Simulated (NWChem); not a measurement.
System: BHOCl₂; SMILES OB(Cl)Cl

Here is an NWChem input.

```
start job
memory heap 200 mb stack 900 mb global 1100 mb
geometry units angstroms noautosym nocenter noautoz
  B      0.374748     0.031460     0.000000
  Cl    -0.473840    -1.517721     0.000000
  Cl    -0.538605     1.524668     0.000000
  O      1.711675     0.092629     0.000000
  H      2.132802    -0.774724     0.000000
end
basis spherical
  B library 6-31g*
  Cl library 6-31g*
  O library 6-31g*
  H library 6-31g*
end
dft
  xc hfexch
  iterations 150
  mulliken
end
task dft energy
esp
  recalculate
  probe 0.07
  range 0.3
  factor 1.0
  spacing 0.02
end
task esp
```

The geometry was optimised at PBE0/def2-SVP.

Atomic charges in e: unrestrained fits to the electrostatic potential beside Mulliken populations; buried atoms are poorly determined by the fit.

Atoms are numbered as in the input.

### Question
Give the results of this calculation. (Hartree-Fock/6-31G* (spherical d).) Quantities: ESP B1; Mulliken B1; ESP Cl2; Mulliken Cl2; ESP Cl3; Mulliken Cl3; ESP O4; Mulliken O4; relative RMS misfit of the potential (%).

### Answer
```json
{
 "ESP B1": "0.70",
 "Mulliken B1": "0.55",
 "ESP Cl2": "-0.26",
 "Mulliken Cl2": "-0.20",
 "ESP Cl3": "-0.22",
 "Mulliken Cl3": "-0.17",
 "ESP O4": "-0.65",
 "Mulliken O4": "-0.67",
 "relative RMS misfit of the potential (%)": "27"
}
```
